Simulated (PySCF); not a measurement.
Can point charges reproduce the dipole moment of `O=S(CC)(COC(F)F)=O`?

Coordinates (GFN2-xTB, Å) and charges (e) from the PBE0/pcSseg-1 density (PySCF):

```csv
atom,x,y,z,Mulliken,IAO,Hirshfeld,ESP-fitted
C1,-2.254,0.049,-1.333,-0.2900,-0.4286,-0.1124,-0.2707
C2,-1.146,0.640,-0.489,-0.3535,-0.4511,-0.0716,-0.0886
S3,-0.513,-0.709,0.551,+0.8770,+1.9518,+0.5114,+0.9255
O4,0.155,-1.687,-0.262,-0.5391,-0.8993,-0.3036,-0.5045
O5,-1.553,-1.170,1.427,-0.5283,-0.8954,-0.3170,-0.5151
C6,0.798,0.057,1.623,-0.0313,-0.2580,+0.0037,-0.3988
O7,1.705,0.779,0.839,-0.4758,-0.3610,-0.1332,-0.2552
C8,2.442,0.079,-0.067,+0.6814,+0.5965,+0.1996,+0.4805
F9,3.717,0.503,-0.004,-0.2780,-0.2919,-0.1100,-0.2113
F10,2.027,0.373,-1.320,-0.2900,-0.3010,-0.1001,-0.2170
H11,-1.851,-0.743,-1.959,+0.1451,+0.1632,+0.0488,+0.1016
H12,-2.705,0.809,-1.968,+0.1431,+0.1606,+0.0570,+0.1027
H13,-3.017,-0.377,-0.686,+0.1442,+0.1617,+0.0454,+0.1033
H14,-1.503,1.405,0.193,+0.1587,+0.1648,+0.0567,+0.0860
H15,-0.319,1.004,-1.088,+0.1835,+0.1805,+0.0448,+0.1030
H16,1.270,-0.757,2.181,+0.1733,+0.1673,+0.0657,+0.2343
H17,0.326,0.766,2.299,+0.1694,+0.1892,+0.0688,+0.2242
H18,2.415,-1.015,0.054,+0.1105,+0.1506,+0.0460,+0.1002
```

Q: Compute μ = Σ q r for each scheme (1 e·Å = 4.803 D) and compare with the dipole of the full density.

A: The full density gives (-0.81, 2.15, 0.82) D, 2.44 D in size; dipole vectors point from the negative to the positive end.

```json
{"scheme": "Mulliken", "μx": "-1.41", "μy": "1.66", "μz": "1.24", "size (D)": "2.51", "share of the full size (%)": "103", "angle to the full dipole (°)": "20"}
{"scheme": "IAO", "μx": "-1.05", "μy": "2.83", "μz": "1.73", "size (D)": "3.48", "share of the full size (%)": "143", "angle to the full dipole (°)": "10"}
{"scheme": "Hirshfeld", "μx": "-0.45", "μy": "1.74", "μz": "0.65", "size (D)": "1.91", "share of the full size (%)": "78", "angle to the full dipole (°)": "6"}
{"scheme": "ESP-fitted", "μx": "-0.84", "μy": "2.13", "μz": "0.81", "size (D)": "2.42", "share of the full size (%)": "99", "angle to the full dipole (°)": "1"}
```

Q: Which set comes closest?

A: Length of the difference vector: ESP-fitted 0.03 D, Hirshfeld 0.57 D, Mulliken 0.88 D, IAO 1.16 D. Closest: ESP-fitted. 

Q: What is left for the Hirshfeld atoms' own dipoles?

A: The shares of the density sum to the whole, so what Σ q r misses lies in dipoles about the nuclei. The atomic dipoles sum to (-0.81, 2.15, 0.82) − (-0.45, 1.74, 0.65) = (-0.36, 0.41, 0.17) D, 0.57 D in size.

Q: With the origin at the mean of the coordinates, (0.000, 0.000, -0.001) Å, which are the largest single terms, by size, of the Mulliken dipole along the direction of the full one?

A: O4 +4.21, C8 -2.51, H14 +1.38, C2 -1.33, S3 -1.13 D; all 18 atoms together +2.35 D. The single terms depend on the origin, their sum doesn't.

Q: Give the size of the full dipole in other units.

A: 2.44 D = 0.959 au = 0.508 e·Å = 8.13 × 10⁻³⁰ C·m.

Geometry: GFN2-xTB, one conformer, isolated molecule.

The run behind these numbers computed NMR shieldings as well. Hardware: an Arm Neoverse V1 with one thread, no GPU, shared host. Cost: 47 s.

Conformer computed: `[CH3:1][CH2:2][S:3](=[O:4])(=[O:5])[CH2:6][O:7][CH:8]([F:9])[F:10]`: C1–C2–S3–O4 68°, C2–S3–C6–O7 -51°, S3–C6–O7–C8 -63°, C6–O7–C8–F9 -136°.
